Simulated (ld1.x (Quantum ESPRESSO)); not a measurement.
**S: excitation energies, all-electron against ultrasoft**

- Element: sulfur (S)
- Generator: ld1.x (Quantum ESPRESSO) 7.5
- Type: ultrasoft
- Functional: PBE
- Relativity: non-relativistic
- Frozen core: [Ne]
- Valence charge: 6
- Reference configuration: 3s2 3p2 (charge +2)
- Partial waves: 3s (bound): rcut 1.30, rcutus 1.55 bohr; 3s channel at -0.7 Ry: rcut 1.30, rcutus 1.55 bohr; 3p (bound): rcut 1.20, rcutus 2.20 bohr; 3p channel at 2.05 Ry: rcut 1.20, rcutus 2.20 bohr
- Local potential: all-electron potential smoothed inside 1.40 bohr (lloc = -2)
- Core correction: none
- Augmentation charge: PSQ, radius 1.30 bohr

Energies are relative to the spin-unpolarised reference configuration 3s2 3p2; without spin polarisation the order of configurations can differ from experiment.

(1) Give the all-electron excitation energy and the error of the potential for: 3s2 3p4; 3s2 3p3; 3s2 3p1; 3s2 3p3.5; 3s2 3p4.3; 3s2 3p0; 3s1 3p5.

Levels in the configuration 3s2 3p3.5:

| level | all-electron (eV) | pseudo (eV) |
| --- | --- | --- |
| 3s | -22.125 | -22.115 |
| 3p | -11.717 | -11.716 |

Results:

(1)

| valence configuration | charge | ΔE all-electron (eV) | error AE − PS (meV) |
| --- | --- | --- | --- |
| 3s2 3p4 | 0 | -34.078 | +1.8 |
| 3s2 3p3 | +1 | -22.296 | +2.6 |
| 3s2 3p1 | +3 | 34.050 | +12 |
| 3s2 3p3.5 | +0.5 | -29.412 | +3.0 |
| 3s2 3p4.3 | -0.3 | -35.791 | +0.2 |
| 3s2 3p0 | +4 | 80.850 | +81 |
| 3s1 3p5 | 0 | -23.895 | +20 |
